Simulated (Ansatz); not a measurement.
A nudged elastic band was laid between two geometries of BCl2H2N + H2 (8 atoms, charge 0, multiplicity 1).

Level of theory: Ansatz, RKS PBE-D4/6-31G*.

- movable images: 7
- climbing image: yes
- spring: 0.1 eV/Å²
- optimiser: quadratic models (default)
- start path: through a guess of the saddle point
- force threshold: 0.05 eV/Å
- iteration limit: 60
- end points: relaxed

Image 0:

```xyz
8
Properties=species:S:1:pos:R:3
B 0.100 -0.703 0.158
N 0.018 -0.274 1.487
H -0.856 -0.278 2.009
H 0.830 0.052 2.006
Cl 1.661 -0.675 -0.691
Cl -1.360 -1.266 -0.686
H -0.665 3.166 1.254
H -0.519 2.431 1.194
```

Image 8:

```xyz
8
Properties=species:S:1:pos:R:3
B -0.019 0.445 0.055
N -0.169 0.331 1.683
H -0.293 -0.657 1.952
H 0.673 0.690 2.154
Cl 1.497 -0.552 -0.321
Cl -1.598 -0.277 -0.591
H 0.109 1.615 -0.214
H -0.991 0.859 2.012
```

(1) What changes between the two ends?

(2) What energy profile does the band end with?

(3) What is the geometry of the highest image?

Answers

(1) Bonds broken: H7–H8. Bonds formed: B1–H7, N2–H8. BCl2H2N + H2 becomes BCl2H4N.

(2) The forces met the threshold. The highest image is number 4 of 0 to 8, 1.75 eV above the first end and 1.93 eV above the last; the last end lies 0.19 eV below the first. Neighbouring images differ by up to 1.4 eV, so the band resolves the path poorly. Another band between the same ends (7 images) ends at a top of the same energy, where a vibrational analysis finds 1 clearly imaginary mode. The orbitals stay closed-shell, which can raise the energy where a bond breaks towards radicals; this wasn't checked here.

```
image  path coordinate (Å)  energy (eV)  H7–H8 (Å)  B1–H7 (Å)  N2–H8 (Å)
    0                 0.00         0.00       0.75       4.09       2.77
    1                 0.81         0.00       0.75       3.71       2.84
    2                 1.63         0.03       0.75       3.05       2.74
    3                 2.46         0.38       0.76       2.25       2.17
    4                 3.29         1.75       0.99       1.41       1.43
    5                 3.92         0.44       1.67       1.23       1.04
    6                 4.55        -0.10       2.35       1.21       1.03
    7                 5.18        -0.15       2.46       1.21       1.03
    8                 5.80        -0.19       2.60       1.21       1.03
```

(3) 
```xyz
8
Properties=species:S:1:pos:R:3
B -0.086 0.185 0.263
N -0.075 0.217 1.809
H -0.864 -0.227 2.282
H 0.821 0.036 2.265
Cl 1.534 -0.121 -0.491
Cl -1.552 -0.600 -0.459
H -0.302 1.563 0.041
H -0.267 1.399 1.020
```

The run took 2.9 min on 1 thread of Intel(R) Xeon(R) Platinum 8488C (Sapphire Rapids), on a shared host, peak memory 0.14 GiB.
